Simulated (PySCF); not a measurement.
A TDDFT job was run through a driver script with this input:

```
{"job": {"kind": "uv", "xc": "wB97X-D", "basis": "def2-SVPD", "dynamic": true, "nstates": 6, "ntriplets": 0}, "charge": 0, "multiplicity": 1}
N      2.925531     0.100397     0.243932
C      1.827692     0.168688    -0.113502
C      0.425984     0.252749    -0.545082
F      0.395293     0.583356    -1.870598
C     -0.475739     1.061610     0.358679
C     -1.192644    -0.009707     0.725373
C     -0.450697    -0.981374    -0.160246
H     -0.471358     2.122349     0.614482
H     -2.011795    -0.152261     1.434256
H     -1.007872    -1.353166    -1.033440
H      0.072245    -1.817687     0.329587
```

Its output, with some lines taken out ([cut]):

```
coarse grid: 10064 points
cycle   1  E = -346.9241890646  dE =  1.241e+00  |g| = 7.025e-01  |ddm| = 5.139e+00
cycle   2  E = -346.8149239311  dE =  1.093e-01  |g| = 1.058e+00  |ddm| = 2.183e+00
cycle   3  E = -347.0341412320  dE = -2.192e-01  |g| = 9.624e-02  |ddm| = 1.402e+00
cycle   4  E = -347.0355957311  dE = -1.454e-03  |g| = 5.715e-02  |ddm| = 1.876e-01
cycle   5  E = -347.0362347326  dE = -6.390e-04  |g| = 1.052e-02  |ddm| = 8.703e-02
cycle   6  E = -347.0362574687  dE = -2.274e-05  |g| = 3.086e-03  |ddm| = 2.671e-02
cycle   7  E = -347.0362600812  dE = -2.613e-06  |g| = 5.138e-04  |ddm| = 1.129e-02
final grid: 100128 points
cycle   8  E = -347.0859678866  dE = -1.055e-04  |g| = 7.410e-03  |ddm| = 1.720e-01
cycle   9  E = -347.0859650080  dE =  2.879e-06  |g| = 8.856e-03  |ddm| = 2.246e-02
cycle  10  E = -347.0859785798  dE = -1.357e-05  |g| = 1.315e-03  |ddm| = 8.643e-03
cycle  11  E = -347.0859788571  dE = -2.773e-07  |g| = 6.806e-04  |ddm| = 2.530e-03
cycle  12  E = -347.0859789574  dE = -1.003e-07  |g| = 1.582e-04  |ddm| = 1.207e-03
cycle  13  E = -347.0859789634  dE = -6.030e-09  |g| = 2.712e-05  |ddm| = 3.551e-04
cycle  14  E = -347.0859789638  dE = -3.611e-10  |g| = 7.767e-06  |ddm| = 1.402e-04
converged SCF energy = -347.0859789638

Static polarisability (au): isotropic 59.191, principal 50.371 55.915 71.286

Singlet excitations
state   eV       nm        f      main configurations
[cut]
  2   7.0038    177.0   0.04457   H-1->L 0.66, H->L 0.22
[cut]
[cut]
[cut]
  6   7.9749    155.5   0.00562   H-1->L+1 0.20, H->L+1 0.20, H-4->L 0.17
```

Computed, not measured: TDDFT wB97X-D/def2-SVPD, vertical, gas phase, core orbitals frozen in the response (PySCF). Geometry: PBE0-D3(BJ)/def2-SVP; no solvent, vibrations or thermal averaging.

Task: Restore the lines that were cut, in order.

Result: 
```
  1   6.7761    183.0   0.10658   H->L 0.71, H-1->L 0.16
  3   7.5060    165.2   0.00767   H-2->L 0.40, H-3->L 0.21, H-4->L 0.10
  4   7.6084    163.0   0.02319   H->L+1 0.32, H-2->L 0.21, H-1->L+1 0.13
  5   7.9018    156.9   0.00064   H-3->L 0.37, H-1->L+3 0.12, H-2->L+3 0.11
```

Task: How many basis functions and electrons does this run hold?

Result: 175 basis functions for 50 electrons in 25 doubly occupied orbitals.

Task: Give the mean polarisability in Å³.

Result: 59.19 au × 0.148185 = 8.77 Å³.

Task: What is the total energy of state 4 at this geometry?

Result: -347.08598 + 0.27960 = -346.80638 hartree.

Task: Write the structure that the coordinates describe.

Result: `N#C[C@]1(F)C=CC1` (C5H4FN).

The SCF starts on a coarse grid; the energy jumps when the final grid takes over, and dE counts afresh there. H and L stand for HOMO and LUMO.

Time: 19 s (grids of density and orbitals included); peak memory 0.79 GiB. Hardware: one thread, INTEL XEON PLATINUM 8581C at 2.30 GHz (x86_64) (shared host).

The pairwise dispersion term of wB97X-D wasn't added to the energies; at a given geometry it leaves orbitals and properties as they are.
